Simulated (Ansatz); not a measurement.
Cost and result for the atomization energy of C₂H₄Cl₂Si (`C=C[SiH](Cl)Cl`) (9 atoms, 8 bonds).

```json
{"atom": "C1", "x (Å)": "1.205", "y (Å)": "0.230", "z (Å)": "1.012"}
{"atom": "C2", "x (Å)": "0.022", "y (Å)": "0.565", "z (Å)": "0.503"}
{"atom": "Si3", "x (Å)": "-0.728", "y (Å)": "-0.422", "z (Å)": "-0.856"}
{"atom": "Cl4", "x (Å)": "-2.539", "y (Å)": "-1.178", "z (Å)": "-0.274"}
{"atom": "Cl5", "x (Å)": "-1.036", "y (Å)": "0.753", "z (Å)": "-2.504"}
{"atom": "H6", "x (Å)": "1.763", "y (Å)": "-0.628", "z (Å)": "0.648"}
{"atom": "H7", "x (Å)": "1.670", "y (Å)": "0.796", "z (Å)": "1.815"}
{"atom": "H8", "x (Å)": "-0.505", "y (Å)": "1.431", "z (Å)": "0.895"}
{"atom": "H9", "x (Å)": "0.149", "y (Å)": "-1.547", "z (Å)": "-1.239"}
```

The species carries charge 0 and has multiplicity 1. Geometry: relaxed with PBE0-D4/def2-TZVP. It is one conformer, not always the lowest. Program: Ansatz. All runs use 4 threads of an AMD EPYC 9R45 on a shared host. Times are those of one run each, without the atoms' runs, and a repeat can differ threefold. Electronic energies, without spin–orbit coupling; frozen cores. CCSD(T)/CBS adds CCSD(T) − MP2 in def2-TZVPP to the MP2 limit, and its time is that of the two runs behind it. T1 = 0.010.

CCSD(T)/CBS is a level of theory with its own doubt, some kJ/mol a heavy atom from the limit and from the frozen cores, so smaller differences don't rank the functionals.

```tsv
level	functions	wall time
LDA (SPW92)/def2-TZVPP	244	0.5 s
revPBE-D4/def2-TZVPP	244	0.7 s
BLYP-D4/def2-TZVPP	244	0.7 s
PBE-D4/def2-TZVPP (with forces)	244	0.9 s
BHLYP-D4/def2-TZVPP	244	1.1 s
CCSD(T)/def2-SVP	102	1.2 s
CAM-B3LYP-D4/def2-TZVPP	244	1.3 s
r2SCANh-D4/def2-TZVPP	244	1.8 s
B2PLYP/def2-TZVPP	244	1.8 s
B97M-V/def2-TZVPP	244	2.5 s
MP2/def2-QZVPP	444	6 s
CCSD(T)/def2-TZVPP	244	29 s
CCSD(T)/CBS(def2)	–	35 s
```

Problem. What atomization energy does each give, and how far from CCSD(T)/CBS? (Estimate.)

Solution. Ansatz gave: 
```json
{"level": "LDA (SPW92)/def2-TZVPP", "atomization (kJ/mol)": "3824.7", "difference from CCSD(T)/CBS": "443.2", "per bond": "55.4"}
{"level": "revPBE-D4/def2-TZVPP", "atomization (kJ/mol)": "3361.6", "difference from CCSD(T)/CBS": "-19.9", "per bond": "-2.5"}
{"level": "BLYP-D4/def2-TZVPP", "atomization (kJ/mol)": "3346.1", "difference from CCSD(T)/CBS": "-35.4", "per bond": "-4.4"}
{"level": "PBE-D4/def2-TZVPP (with forces)", "atomization (kJ/mol)": "3437.0", "difference from CCSD(T)/CBS": "55.5", "per bond": "6.9"}
{"level": "BHLYP-D4/def2-TZVPP", "atomization (kJ/mol)": "3289.6", "difference from CCSD(T)/CBS": "-91.9", "per bond": "-11.5"}
{"level": "CCSD(T)/def2-SVP", "atomization (kJ/mol)": "3171.7", "difference from CCSD(T)/CBS": "-209.8", "per bond": "-26.2"}
{"level": "CAM-B3LYP-D4/def2-TZVPP", "atomization (kJ/mol)": "3369.6", "difference from CCSD(T)/CBS": "-11.9", "per bond": "-1.5"}
{"level": "r2SCANh-D4/def2-TZVPP", "atomization (kJ/mol)": "3378.8", "difference from CCSD(T)/CBS": "-2.7", "per bond": "-0.3"}
{"level": "B2PLYP/def2-TZVPP", "atomization (kJ/mol)": "3332.8", "difference from CCSD(T)/CBS": "-48.7", "per bond": "-6.1"}
{"level": "B97M-V/def2-TZVPP", "atomization (kJ/mol)": "3406.6", "difference from CCSD(T)/CBS": "25.1", "per bond": "3.1"}
{"level": "MP2/def2-QZVPP", "atomization (kJ/mol)": "3416.5", "difference from CCSD(T)/CBS": "35.0", "per bond": "4.4"}
{"level": "CCSD(T)/def2-TZVPP", "atomization (kJ/mol)": "3286.8", "difference from CCSD(T)/CBS": "-94.7", "per bond": "-11.8"}
{"level": "CCSD(T)/CBS(def2)", "atomization (kJ/mol)": "3381.5", "difference from CCSD(T)/CBS": "0.0", "per bond": "0.0"}
```

In def2-TZVPP, CCSD(T) changes the Hartree–Fock value by +739.4 kJ/mol (the triples alone add +54.8 kJ/mol) and MP2 by +813.2 kJ/mol; breaking electron pairs costs correlation energy, which Hartree–Fock lacks. From PBE to PBE0 (25 % exact exchange), in def2-TZVPP and without D4, the atomization energy moves by −38.7 kJ/mol: exact exchange takes away binding that semilocal exchange gives to molecules. The D4 term adds +40.5 kJ/mol with B3LYP and +21.3 kJ/mol with PBE0; it sums over pairs of atoms, weighted by their polarisabilities, and B3LYP, whose exchange is more repulsive, gets the larger term.

B3LYP here is the variant with VWN-RPA as its local correlation; programs differ in this.
